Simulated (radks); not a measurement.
Values are calculated unless marked as measured or tabulated.
Kr2+, configuration [Ar] 3d9.75 4s2 4p4.25 (fractional occupations, a model configuration). Code: a radial shooting solver on a logarithmic mesh with Libxc functionals. Model: Dirac Kohn-Sham, LDA (Slater exchange, Perdew-Wang correlation), spin-unpolarised, spherical densities, point nucleus; open shells fill j = l - 1/2 first.

Spin-orbit splittings of the eigenvalues, e(l+1/2) - e(l-1/2), with zeta = 2 splitting/(2l+1) and mean radii in bohr:

shell  occ.  splitting (eV)  zeta (eV)  <r> j=l-1/2  <r> j=l+1/2
2p        6           53.73      35.82       0.1575       0.1614
3p        6           7.979      5.319       0.5324       0.5429
3d     9.75           1.324     0.5295       0.5488       0.5526
4p     4.25          0.8458     0.5638        1.696        1.727
